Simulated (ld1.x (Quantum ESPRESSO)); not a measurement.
## Plane-wave convergence, TM potential for tin (Sn)

* Element: Sn
* Generator: ld1.x (Quantum ESPRESSO) 7.5
* Type: norm-conserving Troullier–Martins (Kleinman–Bylander form)
* Functional: PBE
* Relativity: fully relativistic
* Frozen core: [Kr] 4d10
* Valence charge: 4
* Reference configuration: 5s1.5 5p2.5
* Partial waves: 5p (bound): rc 1.95 bohr; 5s (bound): rc 1.85 bohr
* Local potential: the s channel
* Core correction: a·sin(br)/r model core, default radius (core density twice the valence density)

Open shells are filled in proportion to 2j + 1 (rel_dist='average').

The pseudo-atom Hamiltonian at the reference potential is diagonalised in spherical Bessel functions j_l(qr) that vanish at 20 bohr, with q² up to the cutoff. All-electron valence levels (Ry): 5p1/2 -0.3185, 5p3/2 -0.2843, 5s -0.8073.

Task: How do the lowest levels (Ry) of each channel move with the cutoff, and are there ghosts?

Result:

```tsv
cutoff (Ry)	p1/2 #1	p3/2 #1	p3/2 #2	s #1	s #2	d #1	f #1	f #2	Σ f·Δε (mRy)
8	-0.3122	-0.2744	0.0226	-0.7906	-0.0352	0.0384	0.1048	0.2229	46.9
12	-0.3149	-0.2748	0.0225	-0.7986	-0.0361	0.0383	0.1048	0.2229	32.0
15	-0.3150	-0.2764	0.0224	-0.7989	-0.0361	0.0382	0.1048	0.2229	28.8
21	-0.3164	-0.2807	0.0221	-0.8041	-0.0365	0.0380	0.1048	0.2229	12.7
30	-0.3181	-0.2838	0.0218	-0.8067	-0.0367	0.0380	0.1048	0.2229	2.0
40	-0.3182	-0.2839	0.0218	-0.8069	-0.0367	0.0380	0.1048	0.2229	1.5
45	-0.3183	-0.2841	0.0218	-0.8071	-0.0367	0.0380	0.1048	0.2229	0.9
55	-0.3184	-0.2843	0.0218	-0.8073	-0.0368	0.0380	0.1048	0.2229	0.2
400	-0.3185	-0.2843	0.0218	-0.8073	-0.0368	0.0380	0.1048	0.2229	0.0
```

Result: no extra level below or beside the all-electron valence levels (p1/2, p3/2, s, d, f tested); 10 mRy is reached at 25 Ry and 1 mRy at 45 Ry.
